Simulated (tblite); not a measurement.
Q: What does the GFN2-xTB structure of `CCc1cc[p-]c1OC` look like in three dimensions? (Charge -1.)

A: 
```
atom  x, y, z in Å
C1    -2.164   -1.028    0.508
C2    -1.592   -0.228   -0.665
C3    -0.434    0.625   -0.237
C4    -0.529    1.974    0.140
C5     0.672    2.520    0.519
P6     1.995    1.383    0.433
C7     0.865    0.161   -0.127
O8     1.179   -1.162   -0.445
C9     2.523   -1.464   -0.278
H10   -3.017   -1.636    0.197
H11   -2.485   -0.355    1.301
H12   -1.393   -1.683    0.906
H13   -2.379    0.406   -1.088
H14   -1.263   -0.929   -1.439
H15   -1.463    2.525    0.128
H16    0.819    3.543    0.840
H17    2.658   -2.519   -0.531
H18    3.155   -0.839   -0.926
H19    2.843   -1.284    0.758
```

Any rigid rotation of these coordinates is as good. Atoms count from 1 in this order. C3 (substituted aromatic carbon) is planar (angles 124.8°, 123.8° and 111.3°, sum 360.0°, 0.01 Å off the plane of its three neighbours). Of the pairs four or more bonds apart, P6···H19 is among the closest relative to their van der Waals radii: 2.82 Å, 94 % of the sum of Bondi's values. The 5 C–C bonds span 1.373 Å (C4–C5, aromatic) to 1.531 Å (C1–C2, drawn single), a spread of 0.158 Å. C5 (aromatic CH carbon) is planar (angles 125.3°, 121.8° and 113.0°, sum 360.0°, 0.00 Å off the plane of its three neighbours).

Bonds between heavy atoms (Å): C1–C2 1.531, C2–C3 1.500, C3–C4 1.404, C4–C5 1.373, C5–P6 1.747, P6–C7 1.756, C7–O8 1.397, O8–C9 1.388, C3–C7 1.384.

Computed geometry: GFN2-xTB, gas phase.

Point group: C1 (no symmetry element, even within 0.4 Å). Its GFN2-xTB frequencies are all real (lowest 19 cm⁻¹). Torsions: C1–C2–C3–C4 -95°, P6–C7–O8–C9 0°.

One conformer stands for the species.
